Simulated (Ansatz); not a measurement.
Start from `[SiH3][CH2][AlH][CH2]Cl` and change one atom or group to get `[F][AlH][CH2][SiH3]`.

Ansatz, PBE0-D4/def2-TZVP geometries, multiplicity 1. Each molecule was computed in one conformer, which needn't be the lowest.

```tsv
property	`[SiH3][CH2][AlH][CH2]Cl`
size of the dipole moment (PBE/def2-TZVPP) / D	0.97
size of the dipole moment (B3LYP/def2-TZVPP) / D	0.89
HOMO–LUMO gap (ωB97M-V/def2-TZVPP) / eV	11.07
size of the dipole moment (ωB97M-V/def2-TZVPP) / D	0.90
HOMO–LUMO gap (B3LYP/def2-TZVPP) / eV	6.79
HOMO energy (PBE/def2-TZVPP) / eV	-6.67
```

Q: Give the same properties after the change, and the shifts. (Best estimate.)

A: Ansatz gave: 
| property | `[F][AlH][CH2][SiH3]` | shift |
| --- | --- | --- |
| size of the dipole moment (PBE/def2-TZVPP) / D | 1.74 | 0.77 |
| size of the dipole moment (B3LYP/def2-TZVPP) / D | 1.79 | 0.90 |
| HOMO–LUMO gap (ωB97M-V/def2-TZVPP) / eV | 11.00 | -0.07 |
| size of the dipole moment (ωB97M-V/def2-TZVPP) / D | 1.77 | 0.87 |
| HOMO–LUMO gap (B3LYP/def2-TZVPP) / eV | 6.81 | 0.02 |
| HOMO energy (PBE/def2-TZVPP) / eV | -7.03 | -0.36 |

Dipoles are sizes alone; their direction can turn.

B3LYP here is the variant with VWN-RPA as its local correlation; programs differ in this.
